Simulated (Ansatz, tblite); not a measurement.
Forces on the cluster AlSi₄⁺ at its PBE-D4/def2-SVP geometry. Charge 1, multiplicity 1.

The xTB rows come from tblite. The restricted singlet is unstable towards broken spin symmetry in Hartree–Fock (as tested in another run); at PBE-D4/def2-TZVP this wasn't settled. Another isomer (singlet) lies 0.06 eV lower at PBE-D4/def2-TZVP; other spin states weren't run for this one.

GFN1-xTB (tblite), largest force 1.42 eV/Å:

```xyz
5
positions Å, forces eV/Å
Al    1.435    0.971    2.654   -0.160   -0.108   -0.296
Si    1.467   -0.438   -1.591    0.655   -0.108   -0.439
Si   -2.197   -0.057    0.240   -0.750    0.037    0.261
Si    0.177    0.126    0.332    0.642    0.441    1.190
Si   -0.882   -0.602   -1.636   -0.387   -0.262   -0.716
```

GFN2-xTB (tblite), largest force 2.40 eV/Å:

```
Al -0.468 -0.313 -0.864
Si -0.406 -0.154 -0.386
Si -0.090 -0.186 -0.541
Si 1.081 0.735 2.011
Si -0.117 -0.082 -0.220
```

PBE-D4/def2-TZVP (Ansatz), largest force 0.18 eV/Å:

```
Al -0.003 -0.002 -0.005
Si -0.155 0.014 0.070
Si 0.149 -0.018 -0.082
Si -0.070 -0.049 -0.131
Si 0.080 0.055 0.148
```
